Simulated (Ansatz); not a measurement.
`F/C=C/C(F)=C\F` + H₂O → `O/C=C\F` + `F/C=C/F` at 400 K and 1 bar (formal hydrolysis of a C–C bond).

Program: Ansatz. Geometries: PBE0-D4/def2-TZVP. ΔE: electronic, gas phase. CCSD(T)/CBS adds triple-zeta CCSD(T) − MP2 to the extrapolated MP2 energy (def2 sets, frozen cores). This one scheme is used for every species. Double bonds are as drawn, so ΔE can hold a change between cis and trans. Each species was taken in one conformer, which may not be the lowest.

```json
{"species": "`F/C=C/C(F)=C\\F`", "CCSD(T)/CBS energy (Eh)": "-453.31638", "H − E (kJ/mol)": "197.2", "S (J/(mol·K))": "375.7"}
{"species": "H₂O", "CCSD(T)/CBS energy (Eh)": "-76.37941", "H − E (kJ/mol)": "69.8", "S (J/(mol·K))": "198.6"}
{"species": "`O/C=C\\F`", "CCSD(T)/CBS energy (Eh)": "-252.83247", "H − E (kJ/mol)": "151.5", "S (J/(mol·K))": "298.0"}
{"species": "`F/C=C/F`", "CCSD(T)/CBS energy (Eh)": "-276.83639", "H − E (kJ/mol)": "116.5", "S (J/(mol·K))": "286.3"}
```

H − E and S are ideal-gas, rigid-rotor, harmonic terms from PBE0-D4/def2-TZVP, for one conformer and one mirror image of each species. 1 Eh = 2625.50 kJ/mol, R = 8.31446 J/(mol·K).

Question: By hand: ΔE, ΔH, ΔS and ΔG.

Answer: ΔE = (-252.83247) + (-276.83639) − (-453.31638) − (-76.37941) = 0.02693 Eh = 70.7 kJ/mol. Δ(H − E) = 151.5 + 116.5 − 197.2 − 69.8 = 1.0, so ΔH = 71.7 kJ/mol. ΔS = 298.0 + 286.3 − 375.7 − 198.6 = 10.0 J/(mol·K). ΔG = 71.7 − 400 × (10.0)/1000 = 67.7 kJ/mol.

Question: By hand: the equilibrium constant, and the temperature at which ΔG would vanish if ΔH and ΔS stayed fixed.

Answer: log₁₀ K = −ΔG/(RT ln 10) = -8.8. ΔG = 0 at ΔH/ΔS = 7170 K, far beyond where these terms or the molecules hold.

The number of gas molecules stays the same, so ΔS is small and ΔH decides. A doubt of 5 kJ/mol in ΔE shifts log₁₀ K by 0.7 here. Other conformers and mirror images would add mixing entropy, several J/(mol·K) or more a flexible species. These are equilibria of isolated gas molecules and say nothing of rates. Largest T1 diagnostic: 0.013 (customary marks: 0.02 for closed shells, 0.045 for open ones).
